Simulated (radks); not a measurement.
Q: Calculated with a radial shooting solver on a logarithmic mesh with Libxc functionals: scalar-relativistic Kohn-Sham, LB94 model potential, spin-polarised, spherical densities, finite nucleus; Fermi nuclear charge, rms radius of each element as measured or else 0.836 A^(1/3) + 0.57 fm. Response by self-consistent Sternheimer equations with the Hartree and adiabatic LDA kernel, the relativistic mass of each level held fixed and spin-orbit coupling left out. Rank Sc3+, Mn7+, Fe8+, Ar, Ca2+, Cr6+, K+, V5+, Ti4+ (NIST ground configurations) by static dipole polarisability, largest first.

A: Ar 11.45, K+ 5.741, Ca2+ 3.392, Sc3+ 2.204, Ti4+ 1.525, V5+ 1.105, Cr6+ 0.8285, Mn7+ 0.6384, Fe8+ 0.5029 bohr^3.
